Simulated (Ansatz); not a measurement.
Relaxation of CH7BO2Si (12 atoms, charge 0, multiplicity 1), to a largest force component of 0.02 eV/Å in at most 50 steps.

These are results of RHF/def2-SVP in Ansatz 0.2.0, not measurements.

```xyz
12
Properties=species:S:1:pos:R:3
O -1.419 1.835 1.168
C -0.621 0.775 1.018
B -0.156 0.683 -0.503
O -0.376 -0.479 -1.307
Si 0.899 -1.559 -1.175
H -1.741 1.914 2.108
H 0.297 0.899 1.682
H -1.118 -0.139 1.282
H 0.456 1.611 -0.933
H 2.119 -0.897 -1.636
H 1.072 -1.946 0.270
H 0.665 -2.752 -1.940
```

**Question.** Where does it end, and by what steps?

**Answer.** The forces met the threshold. After 16 steps the energy has fallen by 0.974 eV; H11 moved furthest, 1.48 Å.

```json
{"step": "0", "energy less start (eV)": "0.0000", "largest force component (eV/Å)": "2.865", "accepted": "yes"}
{"step": "1", "energy less start (eV)": "-0.4426", "largest force component (eV/Å)": "1.231", "accepted": "yes"}
{"step": "2", "energy less start (eV)": "-0.6044", "largest force component (eV/Å)": "0.869", "accepted": "yes"}
{"step": "3", "energy less start (eV)": "-0.6928", "largest force component (eV/Å)": "0.950", "accepted": "yes"}
{"step": "4", "energy less start (eV)": "-0.7714", "largest force component (eV/Å)": "1.084", "accepted": "yes"}
{"step": "5", "energy less start (eV)": "-0.8341", "largest force component (eV/Å)": "0.752", "accepted": "yes"}
{"step": "6", "energy less start (eV)": "-0.8863", "largest force component (eV/Å)": "0.353", "accepted": "yes"}
{"step": "7", "energy less start (eV)": "-0.9250", "largest force component (eV/Å)": "0.130", "accepted": "yes"}
{"step": "8", "energy less start (eV)": "-0.9414", "largest force component (eV/Å)": "0.282", "accepted": "yes"}
{"step": "9", "energy less start (eV)": "-0.9533", "largest force component (eV/Å)": "0.357", "accepted": "yes"}
{"step": "10", "energy less start (eV)": "-0.9713", "largest force component (eV/Å)": "0.075", "accepted": "yes"}
{"step": "11", "energy less start (eV)": "-0.9722", "largest force component (eV/Å)": "0.058", "accepted": "yes"}
{"step": "12", "energy less start (eV)": "-0.9727", "largest force component (eV/Å)": "0.023", "accepted": "yes"}
{"step": "13", "energy less start (eV)": "-0.9731", "largest force component (eV/Å)": "0.052", "accepted": "yes"}
{"step": "14", "energy less start (eV)": "-0.9732", "largest force component (eV/Å)": "0.055", "accepted": "yes"}
{"step": "15", "energy less start (eV)": "-0.9733", "largest force component (eV/Å)": "0.067", "accepted": "yes"}
{"step": "16", "energy less start (eV)": "-0.9737", "largest force component (eV/Å)": "0.006", "accepted": "yes"}
```

```xyz
12
Properties=species:S:1:pos:R:3
O -1.237 2.272 1.142
C -0.949 0.903 1.129
B -0.019 0.516 -0.092
O 0.327 -0.780 -0.240
Si 1.223 -1.709 -1.282
H -1.791 2.482 1.876
H -0.443 0.583 2.051
H -1.863 0.294 1.065
H 0.379 1.343 -0.874
H 1.893 -0.849 -2.282
H 2.232 -2.448 -0.498
H 0.323 -2.662 -1.960
```

Run time: 15 s on 2 threads of Intel(R) Xeon(R) 6975P-C (Granite Rapids) (shared host), peak memory 0.23 GiB.
